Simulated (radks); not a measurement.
Values are calculated unless marked as measured or tabulated.
All-electron atom: Nd LV in [He] 2s2 2p2.

Level of theory: non-relativistic Kohn-Sham, TPSS, spin-polarised, spherical densities, point nucleus; open shells are filled with parallel spins first (spin-orbit coupling, left out, can overturn this in heavy ions); meta-GGA in the generalised Kohn-Sham scheme; relativity is left out, which matters for an element this heavy (a radial shooting solver on a logarithmic mesh with Libxc functionals).

Energy parts (hartree):
total: -5207.6134
kinetic: 5207.4234
electron-nucleus: -10604.3258
Hartree: 254.6525
exchange-correlation: -65.3634

Orbitals (lengths in bohr, moments of r in powers of bohr; <r^-3> diverges for s and p1/2; r(max) is where P^2 peaks):
orbital,occ.,eigenvalue (hartree),<1/r>,<r^-3>,r(max)
1s up,1,-1699.391,59.58,-,0.01675
1s down,1,-1698.172,59.61,-,0.01675
2s up,1,-397.8428,14.43,-,0.08969
2s down,1,-395.8867,14.38,-,0.08990
2p up,2,-391.1070,14.37,8034,0.06944
2p down,0,-388.5214,14.33,7993,0.06963

The highest occupied level is 2p up at -10642.6 eV. For comparison, the ionisation energy in NIST's Atomic Spectra Database is 11384 eV (theoretical). In exact Kohn-Sham theory the highest level is minus the ionisation energy, but local and semilocal functionals leave it too shallow, through self-interaction and a potential that decays too fast; potentials with the right tail come closer. The electron density at the nucleus is 1.514e+05 e/bohr^3.
